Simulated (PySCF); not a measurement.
Job for PySCF: R-M06-2X/6-31G* on AsBF2H2 (SMILES FB(F)[AsH2]), a point of a torsion scan.

```python
from pyscf import gto, scf, dft, mp
from pyscf.data.elements import chemcore

mol = gto.M(
    atom='''
    F    -1.81132140   -0.97222177    0.40180214
    B    -0.86248985   -0.12436230    0.05562593
    F    -1.32196365    0.94117527   -0.56787248
    As    1.10886965   -0.45145572    0.42834459
    H     1.51583107    0.33069247   -0.78826068
    H     1.19542556    0.82145949    1.22301095
    ''',
    basis='6-31g*',
    cart=True,
    charge=0, spin=0, verbose=3, max_memory=1800)
mf = dft.RKS(mol, xc='m062x')
mf.conv_tol = 1e-8
mf.max_cycle = 100
mf.kernel()
if not mf.converged:
    mf = mf.newton().run(mf.mo_coeff, mf.mo_occ)
```

Problem. Give the final energy of this run.

Solution. -2461.3494 hartree.
